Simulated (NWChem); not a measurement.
Species: SnF4; SMILES [F][Sn]([F])([F])[F]

```xyz
5

F     -0.9488    -1.4963    -0.6938
Sn    -0.0003    -0.0002     0.0001
F     -1.1409     1.5224     0.0115
F      0.5733    -0.3785     1.7741
F      1.5168     0.3526    -1.0920
```
Atoms are numbered in this order, from 1.

The geometry was optimised at PBE0/def2-SVP. Not confirmed as a minimum by frequencies. def2 effective core potentials on Sn; no spin-orbit coupling.

List the 4 lowest vertical singlet excitations from CAM-B3LYP/def2-SVPD with def2 effective core potentials on Sn, TDA (NWChem).


| state | energy (eV) | oscillator strength | leading excitation (squared amplitude) |
|---|---|---|---|
| S1 | 6.83 | 0.000 | HOMO → LUMO (0.96) |
| S2 | 6.83 | 0.000 | HOMO−1 → LUMO (0.89) |
| S3 | 6.83 | 0.000 | HOMO−2 → LUMO (0.89) |
| S4 | 7.28 | 0.102 | HOMO−3 → LUMO (0.79) |
